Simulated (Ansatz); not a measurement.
(HMg-mu-Br)2 (Mg₂H₂Br₂). Total charge 0; singlet. Geometry PBE-D4/def2-SVP.

```xyz
6

Mg   -0.978   -1.261    0.721
H    -1.929   -2.476    1.427
Br    1.468   -0.529    1.065
Mg    0.978    1.261   -0.722
H     1.924    2.487   -1.415
Br   -1.463    0.519   -1.077
```

(1) Estimate the orbital energies around the gap (eV) in Ansatz with LDA (SPW92)/def2-TZVP, PBE-D4/def2-SVP, PBE-D4/def2-TZVP, PBE0-D4/def2-SVP, CAM-B3LYP-D4/def2-TZVP.

## Answers

(1) 
```
orbital  LDA (SPW92)/def2-TZVP  PBE-D4/def2-SVP  PBE-D4/def2-TZVP  PBE0-D4/def2-SVP  CAM-B3LYP-D4/def2-TZVP
 HOMO−9                 -19.70           -19.54            -19.51            -21.89                  -23.56
 HOMO−8                 -19.49           -19.32            -19.30            -21.64                  -23.30
 HOMO−7                  -9.67            -9.53             -9.50            -10.95                  -12.27
 HOMO−6                  -9.27            -9.13             -9.10            -10.50                  -11.85
 HOMO−5                  -8.70            -8.57             -8.55             -9.90                  -11.15
 HOMO−4                  -8.24            -8.06             -8.09             -9.41                  -10.75
 HOMO−3                  -8.08            -7.93             -7.94             -9.22                  -10.46
 HOMO−2                  -7.89            -7.71             -7.75             -9.04                  -10.36
 HOMO−1                  -6.89            -6.76             -6.77             -7.97                   -9.40
   HOMO                  -6.66            -6.54             -6.56             -7.73                   -9.12
   LUMO                  -1.97            -1.66             -1.72             -0.99                   -0.23
 LUMO+1                  -1.54            -1.27             -1.30             -0.65                    0.14
 LUMO+2                  -1.44            -1.19             -1.20             -0.57                    0.24
 LUMO+3                  -1.15            -0.78             -0.88             -0.05                    0.78
 LUMO+4                  -0.99            -0.71             -0.73              0.04                    0.88
 LUMO+5                   0.28             0.61              0.51              1.28                    1.75
```
